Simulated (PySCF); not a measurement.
A structure optimised at PBE-D3(BJ)/def2-SVP, used in a PySCF frequency run:

```xyz
9

In    -0.0919     0.0281     0.1303
Cl     0.9365     2.1468     0.0070
O     -1.4306    -0.3585     1.5904
H     -1.5157     0.4477     2.1387
O      0.4244    -1.3340    -1.2595
C     -0.1558    -2.6263    -1.2470
H     -1.2620    -2.6214    -1.3910
H      0.2822    -3.1962    -2.0967
H      0.0600    -3.2050    -0.3181
```

Task: Write its SMILES and formula.

Result: C[O][In]([OH])[Cl], CH4ClInO2

Task: What are its rotational constants (standard atomic weights)?

Result: 3.7801, 1.4808, 1.0714 GHz
